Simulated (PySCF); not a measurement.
Species: C4H7IO.
Atom-mapped SMILES: `[CH3:1][O:2]/[CH:3]=[CH:4]/[CH2:5][I:6]` (hydrogens: H7, H8, H9 on C1; H10 on C3; H11 on C4; H12, H13 on C5)

Computed by this run: PySCF 2.14.0, PBE0-D3(BJ)/def2-SVP geometry optimisation, gas phase, def2 core potentials past Kr; density fitting, grid level 1; the optimiser is geomeTRIC in internal coordinates, started from a GFN2-xTB structure with every atom displaced at random (about 0.01 Å).

Step 3: E = -14397.8322 eV
```
atom  x, y, z in Å  |  force x, y, z in eV/Å
C1      1.8868    0.9389    0.8519   -0.154  -0.070  -0.042
O2      1.1390   -0.0870    1.4593    0.143  -0.062  -0.101
C3      0.0669   -0.5625    0.8226   -0.219   0.296   0.149
C4     -0.4551   -0.1587   -0.3514    0.291  -0.285  -0.150
C5     -1.6310   -0.8185   -0.9311   -0.180   0.146   0.034
I6     -3.4162    0.4996   -0.9601    0.033  -0.024   0.010
H7      2.7760    1.0957    1.4731   -0.015   0.041   0.059
H8      1.3021    1.8741    0.7898    0.020  -0.025   0.007
H9      2.2104    0.6589   -0.1654   -0.012  -0.043  -0.004
H10    -0.4254   -1.3406    1.4169    0.063  -0.031  -0.019
H11     0.0349    0.6097   -0.9525   -0.039   0.124   0.049
H12    -1.9711   -1.6913   -0.3619    0.033  -0.041  -0.020
H13    -1.5298   -1.0679   -1.9940    0.037  -0.026   0.029
```

Step 4: E = -14397.8447 eV
```
atom  x, y, z in Å  |  force x, y, z in eV/Å
C1      1.8718    0.9256    0.8347    0.012   0.017   0.042
O2      1.1359   -0.0848    1.4721    0.076  -0.041  -0.003
C3      0.0587   -0.5555    0.8451   -0.116   0.046   0.007
C4     -0.4420   -0.1612   -0.3404    0.095  -0.117  -0.102
C5     -1.6191   -0.8077   -0.9344   -0.100   0.082   0.056
I6     -3.4030    0.5044   -0.9364    0.014  -0.015   0.002
H7      2.7491    1.1227    1.4625   -0.006   0.035   0.009
H8      1.2747    1.8481    0.7325    0.012   0.014  -0.011
H9      2.2069    0.6065   -0.1674    0.010  -0.008  -0.001
H10    -0.4184   -1.3491    1.4300   -0.003  -0.002  -0.004
H11     0.0356    0.6368   -0.9139   -0.031   0.025   0.017
H12    -1.9532   -1.6971   -0.3870    0.020  -0.023  -0.012
H13    -1.5093   -1.0384   -2.0001    0.017  -0.013   0.001
```

**Question.** Estimate the geometry and energy of step 5. (The exact step hangs on the optimiser's Hessian estimate; all steps are aligned on step 4, rigid shifts and turns removed.)

**Answer.** E = -14397.8481 eV, largest force 0.128 eV/Å
```
atom  x, y, z in Å  |  force x, y, z in eV/Å
C1      1.8773    0.9255    0.8432   -0.028   0.028   0.025
O2      1.1290   -0.0865    1.4639    0.023  -0.034   0.012
C3      0.0549   -0.5525    0.8251    0.095   0.062   0.013
C4     -0.4286   -0.1681   -0.3705   -0.067  -0.074   0.079
C5     -1.6259   -0.8085   -0.9313   -0.010   0.035  -0.081
I6     -3.4013    0.5070   -0.8921   -0.004  -0.003  -0.003
H7      2.7243    1.1470    1.5038    0.004  -0.003   0.001
H8      1.2768    1.8414    0.7046   -0.010  -0.005  -0.012
H9      2.2558    0.5965   -0.1397    0.012  -0.004  -0.015
H10    -0.4283   -1.3459    1.4053   -0.012   0.014   0.001
H11     0.0347    0.6397   -0.9412    0.010  -0.011  -0.010
H12    -1.9442   -1.6990   -0.3760    0.011  -0.001  -0.002
H13    -1.5369   -1.0461   -1.9977   -0.023  -0.003  -0.010
```

The energy changes by -0.0035 eV. The first-order estimate −F·Δx gives -0.0081 eV and the mean of the old and new forces, exact on a quadratic surface, -0.0030 eV. The step makes an angle of 76° with the force vector and moves no atom by more than 0.057 Å.

What follows is the cost of the whole optimisation. On one thread, Arm Neoverse V2 (aarch64), shared host, this took 60 s of wall time and 0.56 GiB of memory at its peak.
